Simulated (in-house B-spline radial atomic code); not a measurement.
Radial electron density of As IV (As3+), [Ar] 3d9 4s2 4p1. Level of theory: non-relativistic r2SCAN0, spin-polarised, spherical fractional occupations, point nucleus; calculated with an all-electron radial atomic-structure program (B-spline basis).

Caution: exact exchange at fractional occupations of open shells leaves self-interaction of up to several eV.

Columns: r (bohr), 4πr²n(r) (electrons per bohr), bar.

```
 0.00199    1.079 #
 0.00243    1.563 #
 0.00296    2.239 ##
 0.00361    3.191 ###
  0.0044      4.5 ####
 0.00537    6.288 ######
 0.00655    8.655 ########
 0.00798    11.69 ###########
 0.00973    15.49 ###############
  0.0119     20.1 ###################
  0.0145    25.18 ########################
  0.0176    30.31 ############################
  0.0215    35.16 #################################
  0.0262    38.69 ####################################
   0.032    40.23 ######################################
   0.039    39.39 #####################################
  0.0476    36.71 ##################################
   0.058     33.8 ################################
  0.0707    32.82 ###############################
  0.0862    35.36 #################################
   0.105    40.86 ######################################
   0.128    46.18 ###########################################
   0.156    47.01 ############################################
   0.191    41.18 #######################################
   0.232    32.02 ##############################
   0.283    25.17 ########################
   0.346    24.88 #######################
   0.421     28.7 ###########################
   0.514    30.26 ############################
   0.626    25.87 ########################
   0.764    17.53 ################
   0.931    9.843 #########
    1.14    5.208 #####
    1.38    3.388 ###
    1.69     2.47 ##
    2.06    1.605 ##
    2.51   0.7818 #
    3.06    0.261 
    3.73  0.05608 
    4.55 0.007218 
    5.55 0.000518 
    6.77 1.86e-05
```

On this grid the curve has 3 maxima, near 0.032, 0.156, 0.514 bohr.

The 3d up radial function P(r) = rR(r), positive near the nucleus:

```csv
r (bohr),P
0.0145,0.001395
0.0215,0.004222
0.032,0.01247
0.0476,0.03503
0.0707,0.09151
0.105,0.2173
0.156,0.4535
0.232,0.7993
0.346,1.137
0.514,1.234
0.764,0.9748
1.14,0.527
1.69,0.1815
2.51,0.03264
3.73,0.002171
```
